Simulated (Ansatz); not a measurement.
`C[SiH](F)Cl` + `N[SiH2]F` → `C[SiH](F)N[SiH2]F` + HCl at 700 K and 1 bar (ligand exchange at the Si–Cl bond).

Program: Ansatz. Geometries: PBE0-D4/def2-TZVP. ΔE: electronic, gas phase. CCSD(T)/CBS is the MP2 limit (def2-TZVPP, def2-QZVPP) plus CCSD(T) − MP2 in def2-TZVPP, frozen cores. This one scheme is used for every species. One conformer a species, not always the lowest.

```csv
species,CCSD(T)/CBS energy (Eh),H − E (kJ/mol),S (J/(mol·K))
`C[SiH](F)Cl`,-889.24457,194.0,410.2
`N[SiH2]F`,-446.07709,173.7,359.9
`C[SiH](F)N[SiH2]F`,-874.92850,325.6,547.5
HCl,-460.38127,38.4,211.8
```

H − E and S are ideal-gas, rigid-rotor, harmonic terms from PBE0-D4/def2-TZVP, for one conformer and one mirror image of each species. 1 Eh = 2625.50 kJ/mol, R = 8.31446 J/(mol·K).

Question: By hand: ΔE, ΔH, ΔS and ΔG.

Answer: ΔE = (-874.92850) + (-460.38127) − (-889.24457) − (-446.07709) = 0.01189 Eh = 31.2 kJ/mol. Δ(H − E) = 325.6 + 38.4 − 194.0 − 173.7 = -3.7, so ΔH = 27.5 kJ/mol. ΔS = 547.5 + 211.8 − 410.2 − 359.9 = -10.8 J/(mol·K). ΔG = 27.5 − 700 × (-10.8)/1000 = 35.1 kJ/mol.

Question: By hand: the equilibrium constant, and the temperature at which ΔG would vanish if ΔH and ΔS stayed fixed.

Answer: log₁₀ K = −ΔG/(RT ln 10) = -2.6. ΔH and −TΔS have one sign here, so there is no such temperature.

The number of gas molecules stays the same, so ΔS is small and ΔH decides. A doubt of 5 kJ/mol in ΔE shifts log₁₀ K by 0.4 here. Other conformers and mirror images would add mixing entropy, several J/(mol·K) or more a flexible species. Modes under 60 cm⁻¹, often nearly free rotors, make the harmonic entropy too high. These are equilibria of isolated gas molecules and say nothing of rates. Largest T1 diagnostic: 0.011 (customary marks: 0.02 for closed shells, 0.045 for open ones).

ΔS is within the doubt of such terms, so its sign, and with it that verdict, could turn.
